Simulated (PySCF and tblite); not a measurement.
The numbers below are computed, except where a source is named.
System: ethyl trimethylhydrazine, C₅H₁₄N₂, numbered as in [CH3:1][CH2:2][N:3]([CH3:4])[N:5]([CH3:6])[CH3:7].

For the pyramidal inversion at N5: electronic barrier 6.03 kcal/mol, zero-point change -0.96 kcal/mol, thermal and entropy terms at 400 K a further -0.16 kcal/mol (symmetry numbers apart). The minimum is C1, the saddle C1. Level: PBE0/pcSseg-1 + D3(BJ), IEF-PCM acetone on GFN2-xTB stationary points, with GFN2-xTB thermal terms. Rate constants are transition-state-theory values, counting equivalent paths, without tunnelling. Run with tblite and PySCF.

**Question.** How many equivalent paths lead out of the minimum?

**Answer.** 1: the symmetry number of the minimum is 1, that of the saddle displaced along its mode 1.

**Question.** Work out the rate at 400 K.

**Answer.** ΔG‡ = 4.91 kcal/mol; k_B T/h = 8.3×10¹² s⁻¹; exp(−ΔG‡/RT) = 0.0021; times 1 gives k = 1.7×10¹⁰ s⁻¹. Wigner's tunnelling factor for the 248i cm⁻¹ mode would be 1.03.
